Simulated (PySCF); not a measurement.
C4H13PSi2.
Numbering: `[H]/[P:7]=[C:5](\[Si:2]([CH3:1])([CH3:3])[CH3:4])[SiH3:6]` (hydrogens: H8, H9, H10 on C1; H11, H12, H13 on C3; H14, H15, H16 on C4; H17, H18, H19 on Si6; H20 on P7)

Computed with PySCF at PBE0/pcSseg-1, non-relativistic, on one gas-phase PBE0-D3(BJ)/def2-SVP geometry that isn't relaxed in the solvent. The solvent is an IEF-PCM continuum (Bondi radii, 1.10 Å for H, scaled by 1.2). Only the electrostatic response of the medium enters.

| run | E − E(gas) (kJ/mol) | HOMO (eV) | HOMO–LUMO gap (eV) | dipole (D) |
| --- | --- | --- | --- | --- |
| gas | 0.00 | -7.43 | 5.19 | 1.59 |
| P | -5.41 | -7.36 | 5.20 | 1.97 |
| Q | -7.93 | -7.36 | 5.21 | 2.18 |

Question: The runs were made in chloroform and water. Which run belongs to which solvent?

Answer: P = chloroform, Q = water. The dielectric constants are 4.711 (chloroform), 78.36 (water), and the energy falls further as ε rises. In this model the ground state sees the solvent through ε alone.

Question: How constant is the ratio of the lowering to (ε − 1)/(2ε + 1)?

Answer: 
```csv
solvent,(ε − 1)/(2ε + 1),E − E(gas) (kJ/mol),ratio (kJ/mol),polarisation term (kJ/mol)
chloroform,0.356,-5.41,-15.2,-5.93
water,0.490,-7.93,-16.2,-9.16
```

The ratio changes by +6.4 % in size from chloroform to water. The polarisation term is half the interaction of the solute with the induced surface charges.

The values belong to the conformer `[H]/[P:7]=[C:5](\[Si:2]([CH3:1])([CH3:3])[CH3:4])[SiH3:6]`: C1–Si2–C5–Si6 -1°.
